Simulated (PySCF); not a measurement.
Rh: excitation energy

Rh [Kr] 4d8 5s1 (4F) → Rh [Kr] 4d7 5s1 5p1 (high-spin determinant), as a difference of total energies. All numbers are calculated (PySCF 2.14, scalar relativity by spin-free X2C-1e, in aug-cc-pVTZ-DK (9s8p6d3f2g, 102 functions)). Correlated levels: valence: [Kr] frozen. The calculations carry no spin-orbit coupling.

```
           method  excitation energy (eV)
              UHF                   2.821
    MP2 (valence)                   4.449
SCS-MP2 (valence)                   4.633
   CCSD (valence)                   4.167
CCSD(T) (valence)                   4.288
```

**Question.** How much does correlation contribute at CCSD(T) (valence)?

**Answer.** 4.288 − (2.821) = 1.467 eV, measured against UHF.

A first-order spin-orbit estimate (lowest level to lowest level, LS coupling) adds 0.037 eV.

The determinant of the upper state mixes LS terms, which raises its energy above the lowest term, most at the Hartree-Fock and MP2 levels.
